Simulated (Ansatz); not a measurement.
K₂I⁺, relaxed as a singlet with RKS r2SCAN-D4/def2-TZVP in Ansatz, starting from the GFN1-xTB geometry. Force threshold 0.02 eV/Å.

In the def2 sets I takes a core potential; there is no spin–orbit coupling. The structure comes from a short search, and lower isomers may exist.

Start:

Cartesian coordinates in Å:
```
K 0.333 1.146 2.385
K 0.667 -0.490 -2.537
I -1.000 -0.656 0.152
```

(1) Estimate the energy that the relaxation releases and the steps that it takes.

(2) Does the start keep its bonding and symmetry?

(3) Predict the relaxed structure.

Answers

(1) 0.19 eV, in 9 steps; 14 s on 4 threads of Arm Neoverse V2 on a shared host. No frequencies were taken in this run, so the end may be a saddle point.

(2) By distances, no bond broke or formed. The bond that changes most is K1–I3, from 3.16 to 3.22 Å (atoms count from 1). Point group C2v at the start, D∞h at the end, both within 0.05 Å.

(3) 
Cartesian coordinates in Å:
```
K -0.2062 1.0145 3.0516
K 0.2072 -1.0138 -3.0517
I -0.0011 -0.0007 0.0002
```
Bond lengths (bridged metal pairs left out): 2 × I–K 3.22 Å.
